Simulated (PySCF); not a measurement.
From one molecule to another.

First species: C7H12NP.
InChI=1S/C7H12NP/c1-5-4-6(2)9(8)7(5)3/h4H,8H2,1-3H3

Second species: CH₁₃N₃Si₄.
InChI=1S/CH13N3Si4/c5-1-8-3-6-2-7-4-8/h2-4,8H,1,6-7H2,5H3

Levels: wB97X-D/def2-SVPD for HOMO energy, LUMO energy, HOMO–LUMO gap and static isotropic polarisability; TDDFT wB97X-D/def2-SVPD for lowest singlet excitation; TDA wB97X-D/def2-SVPD for lowest triplet excitation (Tamm–Dancoff); ΔSCF wB97X-D/def2-SVPD for vertical ionisation energy. Geometries: PBE0-D3(BJ)/def2-SVP. Each structure is a single optimised conformer of the isolated species, non-relativistic unless stated. Electronic properties by PySCF.

The conformers computed, where there is a choice (atom-mapped SMILES and torsion angles):
- `[CH3:1][c:2]1[cH:3][c:4]([CH3:5])[p:6]([NH2:7])[c:8]1[CH3:9]`: H–N7–P6–C4 109°, H–N7–P6–C4 -34°

The conformers of `[SiH3]C[SiH]1N[SiH2]N[SiH2]N1` aren't listed.

```
                                property  column X  column Y
                             HOMO energy  -7.63 eV  -9.07 eV
                             LUMO energy   0.77 eV   1.77 eV
                           HOMO–LUMO gap   8.40 eV  10.84 eV
               lowest singlet excitation   4.10 eV   6.69 eV
lowest triplet excitation (Tamm–Dancoff)   2.75 eV   6.43 eV
         static isotropic polarisability  117.3 au  132.7 au
              vertical ionisation energy   7.57 eV   9.09 eV
```

Q: Which column belongs to which species?

A: Column X is the first species and column Y the second. The first has 21 atoms and 76 electrons, the second 21 and 96.

Q: How does each property change from the first species to the second?

A: HOMO energy -1.44 eV; LUMO energy +1.00 eV; HOMO–LUMO gap +2.44 eV; lowest singlet excitation +2.59 eV; lowest triplet excitation (Tamm–Dancoff) +3.68 eV; static isotropic polarisability +15.4 au; vertical ionisation energy +1.52 eV.

On the first: The ΔSCF ionisation energy falls short of −ε(HOMO) by 0.06 eV with wB97X-D. The polarisability is 17.38 Å³ as a volume (1 au = 0.148185 Å³), or 1.54 au for each of the 76 electrons.

On the second: The vertical singlet–triplet gap S1 − T1 is 0.26 eV (TDDFT singlet less Tamm–Dancoff triplet; S1: HOMO−1→LUMO+1, weight 0.72; T1: HOMO−1→LUMO+1, weight 0.62). The 10 singlets span 6.69 to 7.76 eV, and their oscillator strengths add up to 0.12.
